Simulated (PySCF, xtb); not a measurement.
(E)-1-bromo-1-chloro-2-fluoroethene (C₂HBrClF), SMILES Cl/C(Br)=C\F.

Harmonic wavenumbers (cm⁻¹) from GFN2-xTB run with xtb at its own minimum, in rising order: 160, 211, 239, 341, 406, 610, 748, 798, 1107, 1217, 1653, 3087.

Problem. What does PBE-D3(BJ)/def2-SVP (PySCF) give at its own minimum? (Estimate from the structure and the level; the computed values follow.)

Solution. 181, 226, 238, 360, 435, 650, 782, 883, 1161, 1258, 1659, 3145. Paired by order, the mean absolute difference is 34 cm⁻¹ and the zero-point energies are 15.1 and 15.7 kcal/mol.
